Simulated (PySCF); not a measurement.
Method: PBE-D3(BJ)/def2-TZVP // B3LYP-D3(BJ)/def2-TZVP run with PySCF 2.14.0. All species are isolated molecules in the gas phase. 

Reference species (SMILES): `[Cl][In][Cl]` (neutral, multiplicity 2).

- dipole moment = 2.42 D

Changed species: `[InH2]` (radical fragment; the reference has radical fragment).

Task: Give the shifts of the dipole moment.

Result: the dipole moment decreases by 1.98 D, to 0.44 D.
